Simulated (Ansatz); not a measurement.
Consider the formal exchange of groups at the Sn–C bond: `[SnH3][CH2][SnH3]` + `C#CC(C)F` → `C#C[CH](C)[SnH3]` + `F[CH2][SnH3]`.

Isolated molecules relaxed with PBE0-D4/def2-TZVP in Ansatz; ΔE leaves out vibrations. CCSD(T)/CBS adds triple-zeta CCSD(T) − MP2 to the extrapolated MP2 energy (def2 sets, frozen cores). DFT in def2-TZVPP. def2 core potentials past Kr. For Sn outer-core shells are correlated without core-valence functions, which leaves a few kJ/mol of doubt a bond.

```tsv
level	ΔE (kcal/mol)
PBE0-D4	8.4
ωB97X-V	9.4
ωB97M-V	9.5
B2PLYP	9.3
PBE0	8.7
CCSD/def2-TZVPP	10.4
CCSD(T)/def2-TZVPP	10.3
CCSD/CBS(def2)	10.0
```

Q: What does CCSD(T)/CBS give? (Best estimate.)

A: Computed: +9.9 kcal/mol. The listed levels differ from it by -1.5, -0.5, -0.4, -0.6, -1.2, 0.5, 0.4, 0.1 kcal/mol.

Largest T1 diagnostic among the species: 0.013.

From PBE to PBE0 (25 % exact exchange), in def2-TZVPP and without D4, ΔE moves by +1.1 kcal/mol. In def2-TZVPP, CCSD(T) changes the Hartree–Fock value by −0.8 kcal/mol (the triples alone add −0.1 kcal/mol) and MP2 by −0.8 kcal/mol.
